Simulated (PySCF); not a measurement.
H5NSiSn, neutral, multiplicity 1. Atoms are numbered in the order given.

```xyz
8

Sn     0.3640    -0.5627     0.0000
N     -1.6292    -0.9406     0.0000
H     -2.0151    -1.8801     0.0000
H     -2.3658    -0.2412     0.0000
Si    -0.1246     2.0692     0.0000
H      0.4643     2.7505     1.2020
H     -1.5977     2.3716     0.0000
H      0.4643     2.7505    -1.2020
```
Charge 0, spin multiplicity 1.

Coordinates come from a PBE0-D3(BJ)/def2-SVP optimisation. The def2 effective core potentials stand for the cores of Sn; spin–orbit coupling is left out. Other conformers were not sampled.

The numbers are results of M06-2X/def2-TZVPD in PySCF, not measurements.

Mulliken values depend strongly on the basis, most of all with diffuse functions as here. ESP charges are fitted to the potential on shells at 1.4 to 2.0 van der Waals radii. Atomic charges (e):

```
atom  ESP fit  Mulliken
----  -------  --------
Sn1      0.13      0.46
N2      -0.70     -0.77
H3       0.30      0.24
H4       0.26      0.25
Si5      0.43      0.00
H6      -0.14     -0.05
H7      -0.13     -0.07
H8      -0.14     -0.05
```
